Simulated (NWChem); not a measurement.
System: C$_{2}$H$_{3}$F$_{2}$NSi; SMILES F[Si@H]1C=N[C@@H]1F

```xyz
9

F     -1.1327    -1.8884    -0.1499
C     -0.3357    -0.9517     0.4510
N      1.1060    -1.1820     0.2071
C      1.5798    -0.0015    -0.0782
Si    -0.1012     0.7940    -0.3535
F     -0.5836     2.2024     0.3387
H     -0.5137    -0.9764     1.5498
H      2.6676     0.1666    -0.1859
H     -0.4973     0.8607    -1.8000
```
Atoms are numbered in this order, from 1.

All runs: NWChem. Pople sets run with spherical d functions. Structure relaxed at the PBE-D3(BJ)/def2-SVP level. Ions are spin-unrestricted doublets at the neutral geometry; other ion states weren't tried.

Among these, which level gives the highest value of “−ε(HOMO) (eV)”?
A. Hartree-Fock/6-31G*
B. r2SCAN/6-31G*
C. PBE/6-31G*
D. BHandHLYP/6-31G*

A, Hartree-Fock/6-31G*. Values: PBE/6-31G* 5.97; r2SCAN/6-31G* 6.31; BHandHLYP/6-31G* 8.79; Hartree-Fock/6-31G* 10.95
